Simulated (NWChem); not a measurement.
CdHOF; SMILES [OH][Cd][F]

```xyz
4

Cd     0.0033     0.0097     0.0000
F     -0.0260     1.9340     0.0000
O     -0.0898    -1.9428     0.0000
H      0.7935    -2.3297     0.0000
```
Atoms are numbered in this order, from 1.

All runs: NWChem. The geometry was optimised at PBE0/def2-SVP (def2 core potentials past Kr).

For level TPSS/STO-3G, non-relativistic:

| Quantity | Result |
|---|---|
| highest occupied level (eV) | -1.07 |
| orbital gap (eV) | 4.75 |
| dipole (D) | 0.88 |

Question: What are these values for level TPSS/3-21G, non-relativistic?

Answer: The highest occupied level (eV) is -5.70 and the orbital gap (eV) comes out as 3.64. The dipole (D) comes out as 1.88.
